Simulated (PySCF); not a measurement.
Br2H2InN, SMILES [In]([Br])([Br])[NH2].

Coordinates come from a PBE0-D3(BJ)/def2-SVP optimisation. The structure was generated by enumeration; whether it is a known compound was not checked. The def2 effective core potentials stand for the cores of In; spin–orbit coupling is left out. One conformer was computed; it need not be the lowest.

Method: PySCF with IEF-PCM-M06-2X/def2-SVP.

The values are the electrostatic part of the solvation free energy, E(continuum) − E(gas) at the gas-phase geometry, in a cavity of scaled van der Waals radii (PySCF's table); cavitation and dispersion terms are not included. A continuum can't describe solvent molecules that bind to the metal. In vacuum the orbital gap is 7.85 eV. The dipole moment in vacuum is 2.89 D.

Q: Estimate the values in water (ε = 78.36), n-hexane (ε = 1.88), acetonitrile (ε = 35.69). (The exact figures need the calculation; the answer reports its results.)

A: 
| solvent | ε | ΔG(elec) (kcal/mol) | dipole (D) | gap (eV) |
|---|---|---|---|---|
| water | 78.36 | -8.8 | 3.78 | 7.84 |
| n-hexane | 1.88 | -3.1 | 3.20 | 7.84 |
| acetonitrile | 35.69 | -8.6 | 3.76 | 7.84 |
